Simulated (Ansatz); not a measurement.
Basis sets compared for (KSH)4 ring (K₄H₄S₄). Total charge 0; singlet. Geometry r2SCAN-D4/def2-SVP. Ansatz on 4 threads of Arm Neoverse V1 on a shared host; times are rough, and most runs start from earlier orbitals.

Cartesian coordinates in Å:
```
K -0.5707 2.3386 2.9035
K 3.4420 -0.7747 1.3160
K 0.5691 -2.3320 -2.8886
K -3.4434 0.7774 -1.2990
S 2.2200 1.2345 3.2046
S 3.0760 -2.3783 -1.2121
S -2.2001 -1.1852 -3.2219
S -3.0952 2.3467 1.2531
H 2.9166 2.3275 2.8174
H 3.8865 -1.6664 -2.0282
H -2.9274 -2.2820 -2.9091
H -3.8734 1.5941 2.0643
```

Another isomer (singlet) lies 1.14 eV lower at PBE0-D4/def2-TZVP; other spin states weren't run for this one.

Binding counts from free atoms (K doublet, S triplet, H doublet) in the same basis, without a counterpoise term.

| level | functions | energy (Eh) | HOMO (eV) | LUMO (eV) | binding per atom (eV) | wall time |
| --- | --- | --- | --- | --- | --- | --- |
| HF/STO-3G | 92 | -3947.6220 | -4.54 | 5.50 | 2.09 | 0.7 s |
| PBE-D4/def2-SVP | 188 | -3992.7991 | -4.24 | -1.34 | 2.61 | 4.9 s |
| PBE0-D4/def2-SVP | 188 | -3993.1415 | -5.39 | -0.82 | 2.59 | 7 s |

Q: Estimate the rows for HF/def2-TZVP, PBE-D4/def2-TZVP (with forces), PBE0-D4/def2-TZVP.

A: 
| level | functions | energy (Eh) | HOMO (eV) | LUMO (eV) | binding per atom (eV) | wall time |
| --- | --- | --- | --- | --- | --- | --- |
| HF/def2-TZVP | 304 | -3989.4313 | -8.24 | 0.43 | 1.84 | 15 s |
| PBE-D4/def2-TZVP (with forces) | 304 | -3993.6640 | -4.51 | -1.36 | 2.61 | 9 s |
| PBE0-D4/def2-TZVP | 304 | -3993.9925 | -5.64 | -0.84 | 2.58 | 23 s |
